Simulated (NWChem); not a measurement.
System: CH6FNSi; SMILES CN[SiH2]F

Input file for NWChem:

```
start job
memory heap 200 mb stack 900 mb global 1100 mb
geometry units angstroms noautosym nocenter noautoz
  Si    -0.489228    -0.684379    -0.137976
  F      0.754222    -1.683474     0.210104
  N     -0.291657     0.914256     0.429203
  C      0.523737     1.940841    -0.178209
  H     -0.572150    -0.653564    -1.622488
  H     -1.682638    -1.262503     0.533725
  H     -0.568917     1.116551     1.383671
  H      0.021046     2.922601    -0.158398
  H      1.512928     2.058715     0.300929
  H      0.703893     1.695175    -1.236387
end
basis spherical
  * library pcsseg-1
end
dft
  xc kt2
  iterations 150
end
property
  shielding
end
task dft property
```

NWChem printed, in part:

```
             Northwest Computational Chemistry Package (NWChem) 7.3.0
             --------------------------------------------------------

                             Geometry "geometry" -> ""
                             -------------------------

 Output coordinates in angstroms (scale by  1.889725989 to convert to a.u.)

  No.       Tag          Charge          X              Y              Z
 ---- ---------------- ---------- -------------- -------------- --------------
    1 Si                  14.0000    -0.48922800    -0.68437900    -0.13797600
    2 F                    9.0000     0.75422200    -1.68347400     0.21010400
    3 N                    7.0000    -0.29165700     0.91425600     0.42920300
    4 C                    6.0000     0.52373700     1.94084100    -0.17820900
    5 H                    1.0000    -0.57215000    -0.65356400    -1.62248800
    6 H                    1.0000    -1.68263800    -1.26250300     0.53372500
    7 H                    1.0000    -0.56891700     1.11655100     1.38367100
    8 H                    1.0000     0.02104600     2.92260100    -0.15839800
    9 H                    1.0000     1.51292800     2.05871500     0.30092900
   10 H                    1.0000     0.70389300     1.69517500    -1.23638700

 Effective nuclear repulsion energy (a.u.)     177.3841584582

                              NWChem Property Module
                              ----------------------

  itol2e modified to match energy
  convergence criterion.

                                 NWChem DFT Module
                                 -----------------

 Summary of "ao basis" -> "ao basis" (spherical)
 ------------------------------------------------------------------------------
       Tag                 Description            Shells   Functions and Types
 ---------------- ------------------------------  ------  ---------------------
 Si                         pcsseg-1                10       24   4s5p1d
 F                          pcsseg-1                 7       17   3s3p1d
 N                          pcsseg-1                 7       17   3s3p1d
 C                          pcsseg-1                 7       17   3s3p1d
 H                          pcsseg-1                 3        5   2s1p

  itol2e modified to match energy
  convergence criterion.

            General Information
            -------------------
          SCF calculation type: DFT
          Wavefunction type:  closed shell.
          No. of atoms     :    10
          No. of electrons :    42
           Alpha electrons :    21
            Beta electrons :    21
          Charge           :     0
          Spin multiplicity:     1
          Use of symmetry is: off; symmetry adaption is: off
          Maximum number of iterations: 150
          AO basis - number of functions:   105
                     number of shells:    49
          Convergence on energy requested:  1.00D-07
          Convergence on density requested:  1.00D-05
          Convergence on gradient requested:  5.00D-04

              XC Information
              --------------
                          KT2 Method XC Functional
                        Slater Exchange Functional  1.072 local
                           KT1 gradient correction  1.000 non-local
            Perdew 1991 LDA Correlation Functional  0.577 local

             Grid Information
             ----------------
          Grid used for XC integration:  fine
          Radial quadrature: Mura-Knowles
          Angular quadrature: Lebedev.
          Tag              B.-S. Rad. Rad. Pts. Rad. Cut. Ang. Pts.
          ---              ---------- --------- --------- ---------
          Si                  1.10      123          11.0       770
          F                   0.50       70          12.0       590
          N                   0.65       70           9.0       590
          C                   0.70       70          11.0       590
          H                   0.35       60          12.0       590
          Grid pruning is: on
          Number of quadrature shells:   693
          Spatial weights used:  Erf1

      Superposition of Atomic Density Guess
      -------------------------------------

 Sum of atomic energies:        -483.10903936

      Non-variational initial energy
      ------------------------------

 Total energy =    -484.851015
 1-e energy   =   -1018.731513
 2-e energy   =     356.496340
 HOMO         =      -0.318435
 LUMO         =       0.059163

   convergence    iter        energy       DeltaE   RMS-Dens  Diis-err
 ---------------- ----- ----------------- --------- --------- ---------
 d= 0,ls=0.0,diis     1   -491.1331513023 -6.69D+02  1.26D-02  7.98D-01
 d= 0,ls=0.0,diis     2   -491.0706844602  6.25D-02  8.16D-03  1.52D+00
 d= 0,ls=0.0,diis     3   -491.1952962728 -1.25D-01  1.75D-03  1.13D-01
 d= 0,ls=0.0,diis     4   -491.2025944719 -7.30D-03  6.07D-04  7.50D-03
 d= 0,ls=0.0,diis     5   -491.2030798260 -4.85D-04  2.37D-04  1.77D-03
  Resetting Diis
 d= 0,ls=0.0,diis     6   -491.2032641975 -1.84D-04  5.83D-05  4.71D-05
 d= 0,ls=0.0,diis     7   -491.2032705248 -6.33D-06  1.80D-05  2.10D-06
 d= 0,ls=0.0,diis     8   -491.2032702745  2.50D-07  1.05D-05  4.06D-06
 d= 0,ls=0.0,diis     9   -491.2032707853 -5.11D-07  1.13D-06  2.58D-08
 d= 0,ls=0.0,diis    10   -491.2032707878 -2.57D-09  3.55D-07  3.50D-09

         Total DFT energy =     -491.203270787835
      One electron energy =    -1023.689000298798
           Coulomb energy =      406.629964500942
    Exchange-Corr. energy =      -51.528393448212
 Nuclear repulsion energy =      177.384158458233

 Numeric. integr. density =       41.999998943171

                       DFT Final Molecular Orbital Analysis
                       ------------------------------------

 Vector   19  Occ=2.000000D+00  E=-3.182650D-01
              MO Center= -2.1D-02,  4.2D-02, -6.9D-02, r^2= 3.9D+00
   Bfn.  Coefficient  Atom+Function         Bfn.  Coefficient  Atom+Function
  ----- ------------  ---------------      ----- ------------  ---------------
    49      0.191670   3 N  py              101      0.179195  10 H  s
    76      0.175501   5 H  s                91     -0.159404   8 H  s
    52      0.158288   3 N  py               86      0.158953   7 H  s
    31      0.154755   2 F  px               32      0.154383   2 F  py
    44     -0.154641   3 N  s                81      0.154389   6 H  s

 Vector   20  Occ=2.000000D+00  E=-2.933583D-01
              MO Center= -5.7D-01, -1.0D+00, -2.7D-01, r^2= 2.7D+00
   Bfn.  Coefficient  Atom+Function         Bfn.  Coefficient  Atom+Function
  ----- ------------  ---------------      ----- ------------  ---------------
    81     -0.325194   6 H  s                76      0.315164   5 H  s
    82     -0.247516   6 H  s                77      0.234194   5 H  s
    16     -0.230569   1 Si pz               33      0.224328   2 F  pz
    36      0.214694   2 F  pz               14      0.123522   1 Si px
    30      0.122109   2 F  pz               31     -0.117718   2 F  px

[...]

          -----------------------------------------
          Chemical Shielding Tensors (GIAO, in ppm)
          -----------------------------------------

                                NWChem CPHF Module
                                ------------------

  scftype          =     RHF
  nclosed          =       21
  nopen            =        0
  variables        =     1764
  # of vectors     =        3
  tolerance        = 0.10D-03
  level shift      = 0.00D+00
  max iterations   =       50
  max subspace     =       30

 SCF residual:    1.9109413694119539E-005

Iterative solution of linear equations
  No. of variables     1764
  No. of equations        3
  Maximum subspace       30
        Iterations       50
       Convergence  1.0D-04

   iter   nsub   residual    time
   ----  ------  --------  ---------
     1      3    6.72D-06      40.7

      Atom:    1  Si
        Diamagnetic
    882.4392     -1.8048      0.7162
     -1.8048    886.6540      0.5538
      0.7162      0.5538    879.7677

        Paramagnetic
   -500.5546     -2.1546     22.1121
     -2.1546   -489.9232      6.5058
     22.1121      6.5058   -512.9688

        Total Shielding Tensor
    381.8846     -3.9593     22.8284
     -3.9593    396.7308      7.0596
     22.8284      7.0596    366.7989

           isotropic =     381.8048
          anisotropy =      26.0328

          Principal Components and Axis System
                 1           2           3
              399.1600    397.3084    348.9460

      1         0.5563     -0.5998     -0.5751
      2         0.6386      0.7514     -0.1660
      3         0.5317     -0.2749      0.8010

      Atom:    2  F
        Diamagnetic
    481.7907    -13.0402      5.0898
    -13.0402    479.4550     -2.7499
      5.0898     -2.7499    466.8324

        Paramagnetic
   -182.9508    -12.3233     36.0758
    -12.3233   -111.6362     36.4346
     36.0758     36.4346   -205.2685

        Total Shielding Tensor
    298.8398    -25.3635     41.1656
    -25.3635    367.8188     33.6847
     41.1656     33.6847    261.5639

           isotropic =     309.4075
          anisotropy =     106.1489

          Principal Components and Axis System
                 1           2           3
              380.1734    325.2398    222.8093

      1        -0.1956      0.8267     -0.5275
      2         0.9591      0.0491     -0.2787
      3         0.2045      0.5604      0.8025

      Atom:    3  N
        Diamagnetic
    312.1064     11.3352     -7.9089
     11.3352    334.4146      3.8960
     -7.9089      3.8960    322.7839

        Paramagnetic
   -107.0755    -15.6440     26.5900
    -15.6440   -110.1985     21.3059
     26.5900     21.3059   -125.2582

        Total Shielding Tensor
    205.0309     -4.3088     18.6811
     -4.3088    224.2160     25.2019
     18.6811     25.2019    197.5257

           isotropic =     208.9242
          anisotropy =      47.4718

          Principal Components and Axis System
                 1           2           3
              240.5721    214.0991    172.1013

      1         0.1950      0.8497     -0.4898
      2         0.8072     -0.4227     -0.4120
      3         0.5572      0.3150      0.7683

      Atom:    4  C
        Diamagnetic
    246.9665      7.7454     -3.9077
      7.7454    252.3610     -5.6640
     -3.9077     -5.6640    243.2843

        Paramagnetic
    -97.1555     12.2061     -4.2426
     12.2061    -93.8565    -15.1429
     -4.2426    -15.1429   -105.0299

        Total Shielding Tensor
    149.8111     19.9515     -8.1503
     19.9515    158.5046    -20.8069
     -8.1503    -20.8069    138.2545

           isotropic =     148.8567
          anisotropy =      53.5809

          Principal Components and Axis System
                 1           2           3
              184.5773    137.6028    124.3900

      1         0.5235      0.8219     -0.2244
      2         0.7390     -0.3069      0.5997
      3        -0.4240      0.4798      0.7681

      Atom:    5  H
        Diamagnetic
     23.4927      0.1372      1.8165
      0.1372     25.0930      0.7903
      1.8165      0.7903     38.4260

        Paramagnetic
      0.4117     -0.7511      0.2732
     -0.7511     -0.3497     -0.2252
      0.2732     -0.2252     -7.9866

        Total Shielding Tensor
     23.9044     -0.6139      2.0897
     -0.6139     24.7433      0.5651
      2.0897      0.5651     30.4394

           isotropic =      26.3624
          anisotropy =       7.0650

          Principal Components and Axis System
                 1           2           3
               31.0724     25.0406     22.9742

      1         0.2747     -0.3929      0.8776
      2         0.0590      0.9179      0.3925
      3         0.9597      0.0560     -0.2754

      Atom:    6  H
        Diamagnetic
     34.2502      5.0480     -5.0967
      5.0480     27.4622     -2.1580
     -5.0967     -2.1580     25.9276

        Paramagnetic
     -4.7175     -2.2660      2.8540
     -2.2660     -1.1642      1.1066
      2.8540      1.1066     -2.5383

        Total Shielding Tensor
     29.5327      2.7819     -2.2427
      2.7819     26.2980     -1.0514
     -2.2427     -1.0514     23.3892

           isotropic =      26.4066
          anisotropy =       8.1703

          Principal Components and Axis System
                 1           2           3
               31.8535     24.7163     22.6501

      1         0.8361     -0.4662      0.2892
      2         0.4717      0.8801      0.0549
      3        -0.2801      0.0905      0.9557

      Atom:    7  H
        Diamagnetic
     24.7148      0.5778     -6.6357
      0.5778     29.0605      5.1975
     -6.6357      5.1975     42.3421

        Paramagnetic
      0.0074      0.4065      2.1160
      0.4065      0.0391     -1.3583
      2.1160     -1.3583     -6.5681

        Total Shielding Tensor
     24.7221      0.9843     -4.5197
      0.9843     29.0996      3.8392
     -4.5197      3.8392     35.7739

           isotropic =      29.8652
          anisotropy =      13.0518

          Principal Components and Axis System
                 1           2           3
               38.5664     28.7283     22.3009

      1        -0.2704      0.4379      0.8574
      2         0.3375      0.8772     -0.3415
      3         0.9016     -0.1971      0.3850

      Atom:    8  H
        Diamagnetic
     25.1619     -3.4775     -0.4131
     -3.4775     39.3194     -1.8091
     -0.4131     -1.8091     22.6228

        Paramagnetic
      0.9159      3.0543     -0.2410
      3.0543     -4.7292     -0.6165
     -0.2410     -0.6165      1.6173

        Total Shielding Tensor
     26.0779     -0.4232     -0.6541
     -0.4232     34.5902     -2.4256
     -0.6541     -2.4256     24.2401

           isotropic =      28.3027
          anisotropy =      10.2538

          Principal Components and Axis System
                 1           2           3
               35.1386     26.2767     23.4929

      1        -0.0300      0.9617      0.2725
      2         0.9761     -0.0305      0.2154
      3        -0.2154     -0.2725      0.9377

      Atom:    9  H
        Diamagnetic
     36.8885      5.1908      4.4514
      5.1908     25.8731      0.2199
      4.4514      0.2199     23.8993

        Paramagnetic
     -4.2596     -0.8901     -2.9229
     -0.8901      1.3923     -1.2142
     -2.9229     -1.2142      0.5224

        Total Shielding Tensor
     32.6289      4.3007      1.5285
      4.3007     27.2654     -0.9943
      1.5285     -0.9943     24.4217

           isotropic =      28.1053
          anisotropy =      10.4702

          Principal Components and Axis System
                 1           2           3
               35.0855     26.2423     22.9882

      1         0.8777     -0.3148     -0.3614
      2         0.4723      0.6966      0.5401
      3         0.0818     -0.6447      0.7600

      Atom:   10  H
        Diamagnetic
     24.0528      2.3547     -4.7419
      2.3547     26.6901     -0.8528
     -4.7419     -0.8528     36.8335

        Paramagnetic
      2.7643     -0.5865      2.2095
     -0.5865      0.9544     -1.0811
      2.2095     -1.0811     -5.7872

        Total Shielding Tensor
     26.8171      1.7682     -2.5325
      1.7682     27.6444     -1.9338
     -2.5325     -1.9338     31.0464

           isotropic =      28.5026
          anisotropy =       7.2618

          Principal Components and Axis System
                 1           2           3
               33.3439     26.9339     25.2302

      1        -0.4241      0.2736      0.8633
      2        -0.4062      0.7945     -0.4514
      3         0.8094      0.5421      0.2258
```

Level: KT2/pcSseg-1, GIAO. Coordinates come from a PBE0/def2-SVP optimisation. The printed shielding anisotropy is the first printed principal value minus the mean of the other two.
